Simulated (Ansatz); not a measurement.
The first iterations of a band of BClFH + H2S (7 atoms, charge 0, multiplicity 1).

All numbers below come from Ansatz 0.2.0, RKS r2SCAN-D4/def2-SVP.

* movable images: 7
* climbing image: yes
* spring: 5.0 eV/Å²
* optimiser: quadratic models (default)
* start path: through a guess of the saddle point
* force threshold: 0.03 eV/Å
* iteration limit: 60
* end points: relaxed

Image 0:

```xyz
7
Properties=species:S:1:pos:R:3
B 0.074 0.297 -0.052
H 0.370 0.769 1.010
F 1.001 0.011 -0.951
Cl -1.618 0.320 -0.594
S 0.067 -2.294 1.076
H -0.427 -2.777 -0.086
H -1.173 -2.077 1.565
```

Image 8:

```xyz
7
Properties=species:S:1:pos:R:3
B 0.062 -0.716 -0.596
H -0.471 0.462 2.322
F 1.099 0.099 -0.538
Cl -1.493 -0.061 -1.100
S 0.322 -2.448 -0.164
H -0.957 -2.825 -0.371
H -0.267 -0.263 2.414
```

| iteration | highest image above the first end (eV) | largest band force component (eV/Å) |
| --- | --- | --- |
| 1 | 3.653 | 6.871 |
| 2 | 2.047 | 3.114 |
| 3 | 1.502 | 3.171 |
| 4 | 1.236 | 1.531 |
| 5 | 1.227 | 2.795 |
| 6 | 1.147 | 0.964 |
| 7 | 0.986 | 0.561 |
| 8 | 0.766 | 0.759 |
| 9 | 0.761 | 0.767 |
| 10 | 0.774 | 1.064 |
| 11 | 0.857 | 0.867 |
| 12 | 0.993 | 0.549 |
| 13 | 0.999 | 0.284 |

**Question.** Does the band converge within its limit, and where does its top end?

**Answer.** The forces met the threshold. It ended after 41 iterations with the highest image 0.990 eV above the first end. A vibrational analysis at the climbing image gives one clearly imaginary mode, 873i cm⁻¹: a first-order saddle point. The orbitals stay closed-shell, which can raise the energy where a bond breaks towards radicals; this wasn't checked here.

The run took 9.8 min on 2 threads of Arm Neoverse V2, with other jobs on the host, peak memory 0.15 GiB.
